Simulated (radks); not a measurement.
All-electron atom: Mn in [Ar] 3d5 4s2 (the NIST ground configuration).

Calculated with a radial shooting solver on a logarithmic mesh with Libxc functionals: non-relativistic Kohn-Sham, PBEsol, spin-unpolarised, spherical densities, point nucleus; hard spherical wall at 3.5 bohr.

Energy parts (hartree):
| part | energy |
|---|---|
| total | -1148.67900 |
| kinetic | 1151.21937 |
| electron-nucleus | -2742.38126 |
| Hartree | 493.29428 |
| exchange-correlation | -50.81138 |

Orbitals (lengths in bohr, moments of r in powers of bohr):
orbital  occ.  eigenvalue (hartree)   <1/r>
1s          2             -233.6104   24.50
2s          2             -26.53496   5.216
2p          6             -22.70118   5.167
3s          2              -2.75335   1.631
3p          6              -1.66412   1.501
3d          5               0.05857   1.144
4s          2               0.29604  0.6353
4p          0               0.60632  0.6339
4d          0               1.20908  0.7365
5s          0               2.34894  0.7588

The highest occupied level is 4s at 8.056 eV. The pressure on the wall is 198 GPa.
